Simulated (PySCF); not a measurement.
C5H5F, SMILES C(C(F)=C)C#C. Atoms are numbered in the order given.

```xyz
11

C      2.4123     0.0172     1.0082
C      1.4678    -0.3530     0.3493
C      0.3275    -0.8001    -0.4444
C     -0.8940     0.0497    -0.2638
C     -2.0897    -0.3471     0.1581
F     -0.6788     1.3225    -0.5997
H      3.2502     0.3489     1.5929
H      0.6081    -0.7851    -1.5133
H      0.0787    -1.8429    -0.1955
H     -2.9144     0.3635     0.2308
H     -2.2564    -1.3870     0.4377
```

Geometry: PBE0-D3(BJ)/def2-SVP. This is a generated structure with no PubChem entry under its InChIKey; it may be hypothetical. One conformer was computed; it need not be the lowest.

The numbers are results of PBE0/pcSseg-1 (PySCF), not measurements.

GIAO shieldings, no solvent; atoms listed in one row are averaged. δ = σ(ref) − σ: ¹³C against TMS (σ = 186.3 ppm); ¹⁹F against CFCl3 (σ = 167.2 ppm); ¹H against TMS (σ = 31.56 ppm), references at their B3LYP-D3(BJ)/def2-TZVP geometries, non-relativistic.

Computed chemical shifts:
| nucleus | atoms | count | δ (ppm) |
|---|---|---|---|
| ¹³C | C4 | 1 | 172.4 |
| ¹³C | C5 | 1 | 98.8 |
| ¹³C | C2 | 1 | 82.7 |
| ¹³C | C1 | 1 | 78.7 |
| ¹³C | C3 | 1 | 27.5 |
| ¹⁹F | F6 | 1 | -97.1 |
| ¹H | H10 | 1 | 5.06 |
| ¹H | H11 | 1 | 4.71 |
| ¹H | H8 | 1 | 3.46 |
| ¹H | H9 | 1 | 3.11 |
| ¹H | H7 | 1 | 2.25 |
